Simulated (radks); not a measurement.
O4+, 4 electrons, occupied as [He] 2s2 (the NIST ground configuration). All-electron calculation, Dirac Kohn-Sham, PBE, spin-unpolarised, spherical densities, point nucleus. Program: a radial shooting solver on a logarithmic mesh with Libxc functionals.

Radial electron density D(r) = 4 pi r^2 rho(r):

r (bohr),D(r) (e/bohr)
0.01525,0.7445
0.01863,1.051
0.02275,1.467
0.02757,1.993
0.03367,2.694
0.04113,3.565
0.04983,4.551
0.06086,5.690
0.07434,6.844
0.09007,7.818
0.11,8.492
0.1344,8.605
0.1641,8.013
0.1989,6.797
0.2429,5.097
0.2967,3.393
0.3595,2.198
0.4391,1.686
0.5363,1.846
0.6498,2.246
0.7936,2.417
0.9694,2.073
1.184,1.361
1.435,0.6854
1.752,0.2396
2.14,0.05549
2.593,0.008529
3.167,0.0006758

D(r) has 2 maxima, at r = 0.126, 0.775 bohr, and minima at 0.457 bohr, inside which lie 2.07 electrons.
